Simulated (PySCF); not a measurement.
## As²⁺: excitation energy

As²⁺ [Ar] 3d10 4s2 4p1 (2P) → As²⁺ [Ar] 3d10 4s2 5s1 (2S), as a difference of total energies. Calculation: PySCF 2.14, in x2c-TZVPPall with one added diffuse shell each of s, p, d type (7s6p5d1f, 57 functions); the spin-free X2C one-electron Hamiltonian (Gaussian nucleus). Correlated levels: valence: [Ar] 3d10 frozen; valence and next inner shell: [Ne] frozen. The calculations carry no spin-orbit coupling.

| method | excitation energy (cm⁻¹) |
| --- | --- |
| UHF | 103460 |
| LDA | 103430 |
| PBE | 102730 |
| PBE0 | 103870 |
| r2SCAN | 106300 |
| PBEsol | 103160 |
| BHandHLYP | 104430 |
| HSE06 | 103900 |
| wB97X | 105550 |
| MP2 (valence) | 103440 |
| SCS-MP2 (valence) | 103680 |
| MP2 (valence and next inner shell) | 104220 |
| SCS-MP2 (valence and next inner shell) | 104160 |

A first-order spin-orbit estimate (lowest level to lowest level, LS coupling) adds 0.224 eV.

The promoted electron is Rydberg-like, and one or two diffuse shells describe it only roughly, which tends to raise the upper state.
